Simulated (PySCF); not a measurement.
**Bonding in `Cc1nnc(Cl)n1C(C)C`**

Species: C6H10ClN3.
Numbering: `[CH3:1][c:2]1[n:3][n:4][c:5]([Cl:6])[n:7]1[CH:8]([CH3:9])[CH3:10]` (hydrogens: H11, H12, H13 on C1; H14 on C8; H15, H16, H17 on C9; H18, H19, H20 on C10)

Cartesian coordinates in Å at the GFN2-xTB level; atoms count from 1:
```
atom  x, y, z in Å
C1     2.400   -0.676    0.523
C2     1.663    0.443   -0.108
N3     2.217    1.505   -0.616
N4     1.252    2.303   -1.098
C5     0.119    1.711   -0.874
Cl6   -1.386    2.347   -1.312
N7     0.298    0.510   -0.242
C8    -0.684   -0.467    0.191
C9    -1.455   -1.021   -1.005
C10   -1.616    0.136    1.240
H11    2.218   -1.610   -0.009
H12    2.102   -0.800    1.563
H13    3.459   -0.444    0.481
H14   -0.112   -1.280    0.651
H15   -0.769   -1.403   -1.758
H16   -2.073   -0.249   -1.455
H17   -2.098   -1.834   -0.676
H18   -2.234    0.915    0.802
H19   -1.042    0.565    2.059
H20   -2.264   -0.640    1.638
```

Bond orders from the PBE0/pcSseg-1 density (PySCF). One conformer (not necessarily the lowest) at the GFN2-xTB geometry, without solvent, vibrations or thermal averaging.

How far do the computed orders between heavy atoms stray from the drawn ones?

The largest departure is 0.395, at N7–C2 (drawn aromatic, 1.105), counting aromatic bonds as 1.5. Drawn single, order below 0.88: N7–C8 (0.842). The bonds drawn aromatic range from 1.10 to 1.62.

Give the Mayer order of every bond between heavy atoms, beside its length.

| bond | drawn as | length (Å) | Mayer order |
| --- | --- | --- | --- |
| C1–C2 | single | 1.480 | 1.067 |
| C2–N3 | aromatic | 1.301 | 1.621 |
| N3–N4 | aromatic | 1.342 | 1.204 |
| N4–C5 | aromatic | 1.298 | 1.605 |
| C5–Cl6 | single | 1.691 | 1.030 |
| C5–N7 | aromatic | 1.369 | 1.119 |
| N7–C8 | single | 1.451 | 0.842 |
| C8–C9 | single | 1.527 | 1.038 |
| C8–C10 | single | 1.527 | 1.038 |
| N7–C2 | aromatic | 1.373 | 1.105 |

Bonds between the same two heavy elements. C–C: lowest C8–C9 and C8–C10 (1.038, 1.527 Å), highest C1–C2 (1.067, 1.480 Å). C–N: lowest N7–C8 (0.842, 1.451 Å), highest C2–N3 (1.621, 1.301 Å). Bonds named together lie within 0.004.

And the bonds to hydrogen?

C–H: 0.93 to 0.96 (10 bonds).

Sum the orders of all bonds at each heavy atom with more than one neighbour and set the sums beside the valence in the SMILES.

C1 3.886 (drawn 4), C2 3.793 (drawn 4), N3 2.825 (drawn 3), N4 2.809 (drawn 3), C5 3.754 (drawn 4), N7 3.066 (drawn 3), C8 3.847 (drawn 4), C9 3.912 (drawn 4), C10 3.912 (drawn 4). Orders between atoms that aren't bonded are not in these sums.

The Mayer order sums products of elements of PS (density times overlap matrix) between the two atoms' basis functions, so it depends on the basis set.
